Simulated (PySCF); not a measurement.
Cl₂H₄OSi₂, SMILES O([SiH2]Cl)[SiH2]Cl.

Geometry optimised at B3LYP-D3(BJ)/def2-SVP. One conformer was computed; it need not be the lowest.

Two levels are set side by side: PBE/def2-TZVP (PySCF) and HF/def2-TZVP (PySCF). Same geometry, gas phase. Differences are taken from unrounded values.

```json
[
 {"quantity": "orbital gap (eV)", "HF": "15.42", "PBE": "6.58", "PBE minus HF": "-8.84"},
 {"quantity": "highest occupied level (eV)", "HF": "-12.28", "PBE": "-7.56", "PBE minus HF": "4.72"},
 {"quantity": "lowest empty level (eV)", "HF": "3.13", "PBE": "-0.98", "PBE minus HF": "-4.11"},
 {"quantity": "dipole moment (D)", "HF": "1.67", "PBE": "1.37", "PBE minus HF": "-0.30"},
 {"quantity": "mean polarisability (bohr³)", "HF": "66.6", "PBE": "75.6", "PBE minus HF": "9.0"}
]
```

Without exact exchange PBE keeps part of each electron's self-repulsion, which lifts occupied levels and narrows the gap. Loosely held outer electrons make PBE densities more polarisable. Differences between two approximate levels are no errors against the true value.

Rough cost on one machine, each run with all the roots and properties that it gave: HF against PBE about 1/3.
